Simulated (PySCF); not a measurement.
Species: C2H7F3NSi2 (doublet state).
Z-matrix (Å and degrees, GFN2-xTB geometry), rows numbered from 1:
```
C 
Si  1  1.8999
N   2  1.6633  1  114.20
Si  3  1.6938  2  168.03  1  -170.87
C   2  1.9712  1  102.97  3   110.16
F   5  1.3414  2  113.28  1   -62.06
F   5  1.3433  2  112.19  1   177.11
F   5  1.3476  2  111.74  1    58.03
H   1  1.0860  2  110.75  3   -46.83
H   1  1.0866  2  111.01  3  -167.27
H   1  1.0844  2  110.05  3    72.68
H   2  1.4642  1  112.82  3  -138.85
H   4  1.4694  3  105.85  2   155.97
H   4  1.4678  3  107.80  2   -85.98
H   4  1.4679  3  110.43  2    35.80
```

The hyperfine couplings belong to this conformer and change with its torsions.

Identity: `[Si@H](C(F)(F)F)(C)[N][SiH3]` [radical].

Method used: UKS B3LYP, pcH-1 on C F H N Si, non-relativistic, mean-field spin-orbit, GIAO in PySCF. Isolated species at its GFN2-xTB geometry, gas phase. Couplings are sensitive to structure, and on GFN2-xTB geometries they can be far from those on DFT ones. The SCF solution wasn't tested for stability.

(1) The isotropic 13C couplings are +93.5, +22.9 MHz. Assign them to C1; C5.

(2) Match the computed a_iso(1H) values +68.9, -6.1, 0.0 MHz (means over equivalent nuclei) with the sites H9/H10/H11; H12; H13/H14/H15.

## Answers

(1) 
| site | a_iso (MHz) | ρ(0) (bohr⁻³) | position | distance from N3 (Å) | spin population | largest \|T\| (MHz) |
| --- | --- | --- | --- | --- | --- | --- |
| C1 | +22.9 | +0.0204 | 2 bonds from N3 | 2.99 | +0.04 | 8.6 |
| C5 | +93.5 | +0.0832 | 2 bonds from N3 | 2.84 | +0.07 | 14.0 |

(2) 
```tsv
site	a_iso (MHz)	ρ(0) (bohr⁻³)	position	distance from N3 (Å)	bound to	spin population there	largest |T| (MHz)
H9/H10/H11	0.0	0.0000	3 bonds from N3	3.47	C1	+0.04	3.9
H12	-6.1	-0.0014	2 bonds from N3	2.69	Si2	-0.05	5.6
H13/H14/H15	+68.9	+0.0154	2 bonds from N3	2.56	Si4	-0.06	5.7
```

ρ(0) is the spin density at the nucleus and T the dipolar tensor; a_iso includes a spin–orbit part; entries for several nuclei are means. The largest Mulliken spin populations are on N3 (+0.87) and C5 (+0.07). N3 is the only atom above +0.15.

Means are taken over nuclei equivalent by connectivity, which assumes that they swap fast. The three 1H nuclei of mean +68.9 MHz run from -5.3 to 108.2 MHz in the frozen geometry. The three 19F nuclei of mean +10.8 MHz run from -4.2 to 33.8 MHz in the frozen geometry.

On an Intel Xeon at 2.60 GHz with one thread, no GPU (shared host), this took 2.0 min of wall time (with the writing of density and orbital grids) and 0.97 GiB of memory at its peak.
